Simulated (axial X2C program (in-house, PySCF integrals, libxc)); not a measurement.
## Ω levels of HCoH from open-shell CI on d7 s0 p(π)0

Computed with an in-house all-electron X2C program for linear molecules (integrals from PySCF): two-component X2C with atomic mean-field Coulomb and Gaunt terms, basis H dyall-v3z, Co dyall-v3z (cores contracted in-house). Orbitals come from Hartree–Fock averaged over the configuration Co d7 s0 p(π)0; CI then distributes these electrons over the d, s, p(π) shells of Co.

H–Co–H held linear, both bonds 1.648 Å (near the minimum of the configuration average).

Active spinors (ω > 0):

| shell | ω | ε (eV) | character |
| --- | --- | --- | --- |
| d | 3/2 | -10.90 | 100% Co d |
| d | 5/2 | -10.74 | 100% Co d |
| d | 1/2 | -10.62 | 99% Co d |
| d | 3/2 | -10.52 | 99% Co d |
| d | 1/2 | -9.81 | 90% Co d, 7% Co s |
| s | 1/2 | 1.86 | 88% Co s, 6% H s, 5% Co d |
| p(π) | 1/2 | 0.91 | 99% Co p |
| p(π) | 3/2 | 0.92 | 99% Co p |

Lowest levels of this model:

```csv
Ω,energy (cm⁻¹),g∥,configuration
9/2,0,12.00,100% d7
7/2,417,8.09,100% d7
5/2,855,4.21,100% d7
3/2,1296,1.40,100% d7
1/2,1322,1.64,100% d7
3/2,1488,3.65,100% d7
5/2,1745,7.32,100% d7
7/2,2083,9.92,100% d7
3/2,2272,4.23,100% d7
1/2,2274,1.12,100% d7
5/2,2696,6.48,100% d7
1/2,2794,2.37,100% d7
3/2,3067,2.72,100% d7
1/2,3256,1.13,100% d7
5/2,18213,5.92,100% d7
7/2,18588,7.98,100% d7
9/2,20703,9.99,100% d7
7/2,21366,6.01,100% d7
```

g∥ is the magnitude of 2⟨Lz + ge Sz⟩ for the +Ω component.

Problem. From Ω and g∥ of the lowest level, whose 2⟨Lz + ge Sz⟩ is positive, find ⟨Sz⟩ and ⟨Lz⟩ (ge = 2.0023).

Solution. Ω = ⟨Lz⟩ + ⟨Sz⟩ = 9/2 and ⟨Lz⟩ + ge⟨Sz⟩ = 6.000, so ⟨Sz⟩ = 1.50 and ⟨Lz⟩ = 3.00.

Occupations of the active spinors in the lowest level by ω, shell by shell in order of energy: -5/2: 0.00; -3/2: 0.97 0.03 0.00; -1/2: 0.99 0.01 0.00 0.00; 1/2: 1.00 1.00 0.00 0.00; 3/2: 1.00 1.00 0.00; 5/2: 1.00. The leading determinant has weight 0.96 among 463.

This point took 2 s on 1 thread of Arm Neoverse V1, on a shared host.

There is no dynamic correlation: spin–orbit spacings and, for f shells, spacings inside one term are the most reliable numbers, splittings between terms come out too wide, and energies between configurations are not reliable, so the lowest level need not be the ground state of the molecule. For d shells the ligand-field splittings (σ, π, δ) and their order can be off by a thousand cm⁻¹ or more. At most 4 roots were kept for each Ω > 0 (twice that for Ω = 0) within 3.2 eV of the lowest, so higher up levels can be missing between those listed; levels with Ω > 0 are doubly degenerate and listed once, Ω = 0 levels singly. States that fill the shells left empty in the average are placed too high. The molecule was held linear; bending was not examined.
